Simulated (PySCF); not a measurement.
Ligands exchanged one at a time, Sn CH3-C2H5. Gas-phase values, no solvent. One relaxed conformer stands for each flexible species; it need not be the lowest. Strings in code marks are SMILES.

Method: TPSSh-D3(BJ)/def2-TZVP // B3LYP-D3(BJ)/def2-SVP run with PySCF. All candidates: neutral, multiplicity 1. Excitations are Tamm–Dancoff values on a coarser integration grid. The basis has no diffuse functions, so Rydberg states are missing or too high.

```json
{
 "S1 excitation (TDA)": "6.96 eV",
 "brightest of the four lowest singlets (TDA)": "6.96 eV",
 "HOMO": "-6.98 eV"
}
```

Task: Identify which member has these values.
(A) `C[CH2][Sn]([CH3])([CH3])[CH3]` (C–C–Sn–C torsion 60°)
(B) `C[CH2][Sn]([CH3])([CH3])[CH2]C` (C–C–Sn–C torsion -60°, C–Sn–C–C torsion 60°)
(C) `[CH3][Sn]([CH3])([CH3])[CH3]`

Result: C, `[CH3][Sn]([CH3])([CH3])[CH3]`. The others give `C[CH2][Sn]([CH3])([CH3])[CH3]` (C–C–Sn–C torsion 60°): 6.49 eV, 6.96 eV, -6.55 eV; `C[CH2][Sn]([CH3])([CH3])[CH2]C` (C–C–Sn–C torsion -60°, C–Sn–C–C torsion 60°): 6.37 eV, 6.62 eV, -6.42 eV
